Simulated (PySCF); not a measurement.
## CH14N2Si4

The system: CH14N2Si4, a molecule; neutral, singlet. The structure, one conformer, was relaxed in the gas phase by PBE0-D3(BJ)/def2-SVP. No frequency run checks that it is a minimum.

SMILES: C[Si]([SiH3])(N[SiH3])N[SiH3]

```
atom   x (Å)   y (Å)   z (Å)
 Si1   0.388  -0.578   0.031
 Si2   1.659  -0.509   2.011
  N3  -1.282  -0.766   0.491
 Si4  -2.622  -0.143  -0.435
  N5   0.464   0.907  -0.891
 Si6   0.204   2.535  -0.321
  C7   1.010  -1.937  -1.102
  H8   1.286  -1.647   2.914
  H9   1.425   0.765   2.763
 H10   3.126  -0.617   1.724
 H11  -1.503  -1.272   1.341
 H12  -2.772   1.343  -0.335
 H13  -3.869  -0.772   0.100
 H14  -2.488  -0.484  -1.885
 H15   0.854   0.813  -1.825
 H16  -0.410   2.432   1.034
 H17  -0.706   3.291  -1.237
 H18   1.480   3.314  -0.217
 H19   0.950  -2.918  -0.606
 H20   0.393  -1.983  -2.014
 H21   2.059  -1.768  -1.396
```

Shieldings: GIAO PBE0/pcSseg-1. Shifts are against computed references at the same level: C TMS (σ 184.4 ppm), H TMS (σ 31.27 ppm), Si TMS (σ 352.0 ppm). Core levels by delta-SCF with SCAN, pcX-2 on the ionised atom and pcseg-1 elsewhere, spin-free X2C (2p3/2 is the spin-free 2p value less a third of a first-order spin-orbit splitting); from the vacuum level, for chosen atoms.

Task: Give the NMR and core-level values of the distinct atoms.

Result: 
| atoms | bonded to | σ (ppm) | δ (ppm) | core level (eV) |
| --- | --- | --- | --- | --- |
| Si1 | 1 C + 2 N + 1 Si | 353.8 | -1.8 | 2p3/2 106.53 |
| Si2 | 1 Si + 3 H | 465.9 | -113.9 | 2p3/2 106.13 |
| N3 | 2 Si + 1 H | 243.0 | - | 1s 403.79 |
| Si4 | 1 N + 3 H | 410.1 | -58.1 | - |
| N5 | 2 Si + 1 H | 245.3 | - | 1s 403.94 |
| Si6 | 1 N + 3 H | 405.9 | -53.9 | - |
| C7 | 1 Si + 3 H | 179.6 | 4.8 | 1s 290.00 |
| H8 H9 H10 | 1 Si | 27.93 | 3.34 | - |
| H11 | 1 N | 31.40 | -0.13 | - |
| H12 H13 H14 | 1 Si | 26.63 | 4.64 | - |
| H15 | 1 N | 31.56 | -0.29 | - |
| H16 H17 H18 | 1 Si | 26.51 | 4.76 | - |
| H19 H20 H21 | 1 C | 30.95 | 0.32 | - |

Values are those of this one static structure, with the three H of a rotating XH3 group averaged; atoms that internal rotation interchanges would show their mean in an NMR spectrum.

Task: Which of Si1, Si2 holds its core electrons tightest, and by how much against the loosest?

Result: Si1 (bonded to 1 C + 2 N + 1 Si), by 0.41 eV over Si2 (bonded to 1 Si + 3 H).

Task: By CAM-B3LYP/def2-SVPD (TDDFT singlets, Tamm-Dancoff triplets, ionisation by delta-SCF), where does absorption start, and what does vertical ionisation take?

Result: The lowest singlet lies at 6.12 eV (f 0.015), the strongest of the first 6 at 6.67 eV (f 0.046), the lowest triplet at 5.66 eV; vertical ionisation takes 8.75 eV.
